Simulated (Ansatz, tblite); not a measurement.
Removing and adding an electron: GaCl2(OH) (GaCl₂OH). Total charge 0; singlet. Geometry: PBE0-D4/def2-SVP. Ansatz, gas phase; energy differences of separate SCF runs; the oxidised species was run as a doublet alone; the reduced species was run as a doublet alone.

```xyz
5

Ga    0.300   -0.153   -0.212
Cl    2.335    0.122   -0.736
Cl   -0.795   -1.809   -0.986
O    -0.457    1.015    0.872
H    -1.382    0.824    1.063
```

The xTB rows come from tblite. HOMO above LUMO, or a gap near zero within one spin, warns that the state may not be the lowest or that an electron is smeared out.

(1) Estimate orbital energies and vertical ionisation energies and electron affinities at: GFN1-xTB; GFN2-xTB; PBE-D4/def2-TZVP; PBE-D4/def2-TZVPD; r2SCAN-D4/def2-TZVP; r2SCAN-D4/def2-TZVPD; PBE0-D4/def2-TZVP; PBE0-D4/def2-TZVPD.

Answers

(1) 
```
               level  −HOMO (eV)  vertical IE (eV)  −LUMO (eV)  vertical EA (eV)  HOMO–LUMO gap (eV)  IE − EA (eV)                                     remarks
            GFN1-xTB       12.75             15.40        6.68              3.95                6.06         11.46                                           –
            GFN2-xTB       12.41             15.52        8.49              5.59                3.91          9.92                                           –
    PBE-D4/def2-TZVP        7.91             10.91        2.57                 –                5.34             –  gap within one spin near zero (+1 doublet)
   PBE-D4/def2-TZVPD        8.00                 –        2.73              0.47                5.28             –                HOMO above zero (-1 doublet)
 r2SCAN-D4/def2-TZVP        8.31             11.20        2.27                 –                6.04             –  gap within one spin near zero (+1 doublet)
r2SCAN-D4/def2-TZVPD        8.36                 –        2.38              0.29                5.98             –                HOMO above zero (-1 doublet)
   PBE0-D4/def2-TZVP        9.39             11.54        1.61                 –                7.77             –                                           –
  PBE0-D4/def2-TZVPD        9.44                 –        1.81              0.31                7.63             –                HOMO above zero (-1 doublet)
```

   A HOMO above zero means that the electron is unbound at that level or that self-interaction error raises the level; the energy of removing that electron tells which. Raw xTB energy differences between charge states are shifted by several eV; the methods need an empirical correction for them.
